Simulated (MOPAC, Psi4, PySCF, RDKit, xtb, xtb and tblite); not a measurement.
Two geometries of C2H4F2, SMILES FCCF, singlet, relaxed at GFN2-xTB with one dihedral held; other torsions can differ between them too.

Structure A

```
8

F      1.3802     0.5075     1.0109
C      0.7422    -0.1260    -0.0235
C     -0.7589     0.1235     0.0316
F     -1.0931     1.2463    -0.6798
H      1.1646     0.2662    -0.9535
H      0.9613    -1.1927     0.0806
H     -1.3064    -0.7081    -0.4216
H     -1.0856     0.2846     1.0634
```

Structure B

```
8

F     -1.3805     0.5523     0.9752
C     -0.7458    -0.1334    -0.0280
C      0.7602     0.1218     0.0255
F      1.4363    -1.0567     0.2091
H     -1.1922     0.2032    -0.9675
H     -0.9502    -1.1971     0.1303
H      0.9997     0.7659     0.8775
H      1.1416     0.5598    -0.9008
```

**Question.** Which is lower in energy at the level Psi4 1.11 with DF-MP2 (frozen core)/cc-pVTZ // GFN2-xTB, and by how much?

**Answer.** A is lower, by 8.92 kJ/mol (dihedral F1–C2–C3–F4: 90° in A, 120° in B).

E(B) − E(A) in kJ/mol at the other levels, on the same two geometries: GFN2-xTB (xtb and tblite) 1.12; MMFF94 // GFN2-xTB (RDKit) 10.07; B3LYP/def2-TZVP // GFN2-xTB (Psi4) 8.24; B3LYP-D3(BJ)/def2-TZVP // GFN2-xTB (Psi4) 8.30; PBE/def2-TZVP // GFN2-xTB (Psi4) 8.62; PBE-D3(BJ)/def2-TZVP // GFN2-xTB (Psi4) 8.65; wB97M-V/def2-TZVP // GFN2-xTB (Psi4) 8.25; HF/cc-pVTZ // GFN2-xTB (Psi4) 8.18; UFF // GFN2-xTB (RDKit) 7.60; PM3, restricted, heats of formation // GFN2-xTB (MOPAC) 5.36; PM7, restricted, heats of formation // GFN2-xTB (MOPAC) 2.70; GFN1-xTB // GFN2-xTB (xtb) 0.85; restricted B3LYP/6-31G*, spherical d // GFN2-xTB (PySCF) 8.89; restricted MP2 (frozen core)/3-21G // GFN2-xTB (PySCF) 8.42; restricted Hartree-Fock/3-21G // GFN2-xTB (PySCF) 6.56; restricted B3LYP/6-311+G**, spherical d, density fitting // GFN2-xTB (PySCF) 7.95.
